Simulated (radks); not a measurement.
Polarisability of neutral ytterbium, [Xe] 4f14 6s2, at imaginary frequency. All-electron calculation, scalar-relativistic Kohn-Sham, LB94 model potential, spin-unpolarised, spherical densities, finite nucleus; Fermi nuclear charge, rms radius 5.3108 fm. Program: a radial shooting solver on a logarithmic mesh with Libxc functionals. Response by self-consistent Sternheimer equations with the Hartree and adiabatic LDA kernel, the relativistic mass of each level held fixed and spin-orbit coupling left out.

| w (hartree) | alpha1(iw) (bohr^3) | alpha2(iw) (bohr^5) |
|---|---|---|
| 0.00266 | 96.46 | 1792 |
| 0.0143 | 95.66 | 1771 |
| 0.0360 | 91.44 | 1667 |
| 0.0697 | 80.16 | 1418 |
| 0.118 | 61.57 | 1070 |
| 0.186 | 41.49 | 730.6 |
| 0.280 | 25.79 | 459.9 |
| 0.413 | 15.67 | 270.1 |
| 0.605 | 9.688 | 149.9 |
| 0.892 | 6.119 | 79.21 |
| 1.35 | 3.805 | 39.73 |
| 2.12 | 2.185 | 18.39 |
| 3.59 | 1.081 | 7.336 |
| 6.94 | 0.4201 | 2.216 |
| 17.5 | 0.1006 | 0.3881 |

Static values: alpha1 = 96.49 bohr^3 (14.30 angstrom^3; uncoupled 170.3), alpha2 = 1792 bohr^5, alpha3 = 31100 bohr^7. C6 = 1166, C8 = 103000, triple-dipole C9 = 80390 atomic units. One-pole (London) frequency 4 C6 / (3 alpha1^2) = 0.167 hartree, against 0.260 for minus the highest occupied eigenvalue. Recommended static value: 139 bohr^3 (Schwerdtfeger and Nagle, 2023 table).
